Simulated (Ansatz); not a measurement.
Al(OH)(SiH3)2 (AlH7OSi2), SMILES [Al]([OH])([SiH3])[SiH3]. Atoms are numbered in the order given.

```xyz
11

Al    -0.3431    -0.3153    -0.0004
O     -1.5775    -1.4476     0.0012
H     -2.2779    -2.0903     0.0029
Si    -0.7302     1.7719    -1.2421
H      0.4646     2.6768    -1.2269
H     -1.8797     2.5439    -0.6635
H     -1.0695     1.5028    -2.6787
Si     1.7045    -0.8783     1.2400
H      2.7185     0.2247     1.2015
H      2.3610    -2.1060     0.6797
H      1.4108    -1.1654     2.6832
```

Coordinates come from a r2SCAN-D4/def2-SVP optimisation. The structure was generated by enumeration; whether it is a known compound was not checked. One conformer was computed; it need not be the lowest.

Two levels are set side by side: PBE-D3(BJ)/def2-SVP (Ansatz, a quantum-chemistry and plane-wave program) and r2SCAN-D4/def2-SVP (Ansatz). Each level has its own optimised geometry; the coordinates shown are those of the second. Differences are taken from unrounded values.

```tsv
quantity	r2SCAN-D4
mean bond length (Å)	1.654
bond Al1–O2 (Å)	1.675
bond Al1–Si4 (Å)	2.459
bond Al1–Si8 (Å)	2.459
bond O2–H3 (Å)	0.951
bond Si4–H5 (Å)	1.499
bond Si4–H6 (Å)	1.501
bond Si4–H7 (Å)	1.500
bond Si8–H9 (Å)	1.499
bond Si8–H10 (Å)	1.501
bond Si8–H11 (Å)	1.501
```

What does PBE-D3(BJ) give, and how far is it from r2SCAN-D4? (Estimate from the structure and the level; the computed values follow.)


```json
[
 {"quantity": "mean bond length (Å)", "PBE-D3(BJ)": "1.663", "PBE-D3(BJ) minus r2SCAN-D4": "0.009"},
 {"quantity": "bond Al1–O2 (Å)", "PBE-D3(BJ)": "1.687", "PBE-D3(BJ) minus r2SCAN-D4": "0.012"},
 {"quantity": "bond Al1–Si4 (Å)", "PBE-D3(BJ)": "2.464", "PBE-D3(BJ) minus r2SCAN-D4": "0.005"},
 {"quantity": "bond Al1–Si8 (Å)", "PBE-D3(BJ)": "2.464", "PBE-D3(BJ) minus r2SCAN-D4": "0.005"},
 {"quantity": "bond O2–H3 (Å)", "PBE-D3(BJ)": "0.958", "PBE-D3(BJ) minus r2SCAN-D4": "0.007"},
 {"quantity": "bond Si4–H5 (Å)", "PBE-D3(BJ)": "1.509", "PBE-D3(BJ) minus r2SCAN-D4": "0.010"},
 {"quantity": "bond Si4–H6 (Å)", "PBE-D3(BJ)": "1.511", "PBE-D3(BJ) minus r2SCAN-D4": "0.010"},
 {"quantity": "bond Si4–H7 (Å)", "PBE-D3(BJ)": "1.511", "PBE-D3(BJ) minus r2SCAN-D4": "0.010"},
 {"quantity": "bond Si8–H9 (Å)", "PBE-D3(BJ)": "1.509", "PBE-D3(BJ) minus r2SCAN-D4": "0.010"},
 {"quantity": "bond Si8–H10 (Å)", "PBE-D3(BJ)": "1.511", "PBE-D3(BJ) minus r2SCAN-D4": "0.010"},
 {"quantity": "bond Si8–H11 (Å)", "PBE-D3(BJ)": "1.511", "PBE-D3(BJ) minus r2SCAN-D4": "0.010"}
]
```

On these quantities the two levels nearly agree.
